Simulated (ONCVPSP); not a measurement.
An all-electron radial function and its pseudo partner (strontium)

Columns: radius, all-electron u(r) and pseudo u(r) of the 4s shell (level -41.22 eV) of strontium in the configuration [Ar] 3d10 4s2 4p6 5s1.75 5p0.25; PBEsol, scalar-relativistic, ONCV scheme, ONCVPSP 4.0.1.

| r (bohr) | all-electron | pseudo |
| --- | --- | --- |
| 0.108 | 0.3180 | 0.0585 |
| 0.215 | -0.0659 | 0.1252 |
| 0.322 | -0.4712 | 0.2070 |
| 0.430 | -0.4570 | 0.3073 |
| 0.538 | -0.1798 | 0.4226 |
| 0.645 | 0.1662 | 0.5449 |
| 0.752 | 0.4785 | 0.6652 |
| 0.860 | 0.7182 | 0.7738 |
| 0.968 | 0.8754 | 0.8597 |
| 1.075 | 0.9594 | 0.9160 |
| 1.182 | 0.9862 | 0.9406 |
| 1.290 | 0.9702 | 0.9346 |
| 1.398 | 0.9247 | 0.9017 |
| 1.505 | 0.8614 | 0.8487 |
| 1.612 | 0.7882 | 0.7824 |
| 1.720 | 0.7103 | 0.7083 |
| 1.828 | 0.6328 | 0.6323 |
| 1.935 | 0.5591 | 0.5591 |
| 2.042 | 0.4903 | 0.4902 |
| 2.150 | 0.4266 | 0.4266 |
| 2.258 | 0.3692 | 0.3692 |
| 2.365 | 0.3185 | 0.3185 |
| 2.472 | 0.2738 | 0.2737 |
| 2.580 | 0.2342 | 0.2342 |
| 2.688 | 0.1998 | 0.1998 |
| 2.795 | 0.1703 | 0.1703 |

Question: How many radial nodes do the two functions have?

Answer: The all-electron 4s function has n − l − 1 = 3 (the table is too coarse to show those close to the nucleus); the pseudo-wave has 0, since the states of the same l below it are removed with the core.

Question: At about which radius was the pseudo-wave matched?

Answer: 2.15 bohr. The columns agree to 0.0005 from 1.94 bohr on; several derivatives are matched, so the curves merge somewhat inside the radius.

Question: Is the pseudo-wave norm-conserving?

Answer: Yes: the ONCV scheme keeps the norm inside the radius equal to the all-electron one, which fixes the energy derivative of the logarithmic derivative at the level.
